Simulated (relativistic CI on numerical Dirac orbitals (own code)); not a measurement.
One change at a time: Nd32+

Base calculation: Dirac-Coulomb-Breit CI, separate exchange-only KLI orbitals for each configuration, a model potential for QED, unscaled Slater integrals.

Configuration list (outside the closed core [Ne]): 3s2.3p6.3d10, 3s2.3p6.3d9.4s, 3s2.3p6.3d9.4p, 3s2.3p6.3d9.4d, 3s2.3p5.3d10.4s, 3s2.3p6.3d9.4f, 3s2.3p5.3d10.4p, 3s2.3p6.3d8.4s2, 3s2.3p6.3d8.4s.4p, 3s2.3p5.3d10.4d, 3s2.3p6.3d9.5s, 3s.3p6.3d10.4s, 3s2.3p6.3d8.4p2, 3s2.3p6.3d9.5p, 3s2.3p6.3d8.4s.4d, 3s2.3p6.3d9.5d, 3s.3p6.3d10.4p, 3s2.3p5.3d10.4f, 3s2.3p6.3d8.4p.4d, 3s2.3p5.3d9.4s2, 3s2.3p6.3d9.5f, 3s2.3p6.3d9.5g, 3s2.3p5.3d9.4s.4p, 3s2.3p6.3d8.4d2, 3s.3p6.3d10.4d, 3s2.3p6.3d9.6s, 3s2.3p5.3d9.4p2, 3s2.3p6.3d9.6p, 3s2.3p5.3d9.4s.4d, 3s.3p6.3d9.4s2, 3s2.3p6.3d9.6d, 3s2.3p5.3d10.5s, 3s.3p6.3d10.4f, 3s2.3p5.3d9.4p.4d, 3s2.3p5.3d10.5p, 3s.3p6.3d9.4s.4p. Levels of other configurations are missing.

Variants: (1) QED terms removed; (2) non-relativistic limit. Shifts of the energy above 3s2.3p6.3d10 1S_0, in eV, for the lowest level and the first level of each name with at least 55 % of one term (blank where a level changes its place among those of its configuration and J or its character, or is not in the variant):

```
               Level     Base   Δ(1)    Δ(2)
   3s2.3p6.3d10 1S_0     0.00   0.00    0.00
 3s2.3p6.3d9.4s 3D_3   841.70  -0.63  +61.27
 3s2.3p6.3d9.4s 1D_2   843.04  -0.64        
 3s2.3p6.3d9.4s 3D_1   865.04  -0.70  +37.94
 3s2.3p6.3d9.4s 3D_2   865.98  -0.70        
3s2.3p6.3d9.4p 3P°_2   906.79  -0.06  +52.62
3s2.3p6.3d9.4p 3F°_2   930.32  -0.13  +31.86
3s2.3p6.3d9.4p 3F°_4   940.35  -0.11  +21.83
3s2.3p6.3d9.4p 1D°_2   942.01  -0.11  +24.50
3s2.3p6.3d9.4p 1P°_1   942.69  -0.12        
3s2.3p6.3d9.4p 3D°_3   944.10  -0.11        
3s2.3p6.3d9.4p 3P°_0   961.09  -0.18   -1.69
3s2.3p6.3d9.4p 3D°_2   966.82  -0.18   -0.29
 3s2.3p6.3d9.4d 3S_1  1040.72  -0.03  +14.94
```

At this charge energies of transitions that change n are usually good to better than 1 %, and those within a shell (Δn = 0) to a few per cent.

Ionisation energy from the two ground configurations alone: base 2133.75 eV. The NIST ASD value (theoretical) is 2134 eV.

LS names give the leading component of a level, which can be under half, so a name can repeat, a term be missing and a line seem to break the LS rules.
